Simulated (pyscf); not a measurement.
GeH₂ (SMILES [GeH2]) [singlet] + F–GeH₃ (SMILES [F][GeH3]) → F–GeH₂–GeH₃ (SMILES [F][GeH2][GeH3]), an insertion (singlet surface; F–Ge broken, Ge–Ge, F–Ge formed). Optimised with ωB97X-D3(BJ)/def2-SVP in PySCF. MP2 and CC: frozen core, UHF for open shells. ΔMP2 is the change of the MP2 total energy from the triple- to the quadruple-zeta basis. Energies in kJ/mol from the separated reactants.

Small-basis levels: PySCF, no dispersion term, spherical d functions. 

### Question
In single points HF/3-21G puts the saddle at 23.2 kJ/mol and the reaction energy at -159.6 kJ/mol. Should these be trusted to within a few kcal/mol? Compare with CCSD(T)/def2-TZVPP + ΔMP2(QZVPP).

### Answer
CCSD(T)/def2-TZVPP + ΔMP2(QZVPP) gives ΔE‡ = -7.6 kJ/mol and ΔE = -198.7 kJ/mol. HF/3-21G lies 30.8 kJ/mol over it in the barrier and 39.1 kJ/mol over it in the reaction energy, so on this step it does not hold to within 12.6 kJ/mol. CCSD(T)/def2-TZVPP + ΔMP2(QZVPP) has limits of its own. On the reactant side the descent ends in an adduct with a F–Ge contact, 48.3 kJ/mol under the separated species and 21.9 kJ/mol under the saddle at ωB97X-D3(BJ)/def2-TZVP. At CCSD(T) the saddle lies under the separated reactants, which points to a path from their complex (located at ωB97X-D3(BJ) alone). What is counted as formed (F–Ge) is already present as a longer contact in the reactant adduct; forming that adduct is a step of its own. At ωB97X-D3(BJ)/def2-TZVP the barrier from the zero used here is -26.4 kJ/mol. This is the saddle that the search found; another between the same sides may lie lower. The CCSD(T) − MP2 part came from Ansatz, without density fitting, on the same reference. The frozen core leaves the outer d or s,p core shells of the metals and heavy elements correlated in the MP2 and CC values, and def2-TZVPP describes them poorly, which can shift differences by a few kcal/mol. In the def2 sets elements up to Kr have no core potential.
